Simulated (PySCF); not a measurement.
GeMe4, C4H12Ge.
SMILES with atom numbers: `[CH3:1][Ge:2]([CH3:3])([CH3:4])[CH3:5]` (hydrogens: H6, H7, H8 on C1; H9, H10, H11 on C3; H12, H13, H14 on C4; H15, H16, H17 on C5)

Computed with PBE0-D3(BJ)/def2-SVP geometry optimisation, gas phase (PySCF).

Problem. List the bond lengths and angles at this level.

Solution. 
```csv
bond,length (pm)
C1–Ge2 and 3 like bonds,195.8
C1–H6 and 11 like bonds,110.1
```

Bonds in one row agree within 1 pm and their mean is given. A selection of angles:
```csv
angle,degrees
Ge2–C1–H6,110.9
H6–C1–H7,108.2
C1–Ge2–C3,109.5
```

Ge2 (germanium bonded to 4 C) is tetrahedral (angles from 109.3° to 109.7°). All 4 C–Ge bonds measure 1.957 to 1.958 Å.

Point group: Td (every atom within 0.08 Å of its image). No PBE0-D3(BJ)/def2-SVP frequencies stand behind this structure, so it isn't proved a minimum.
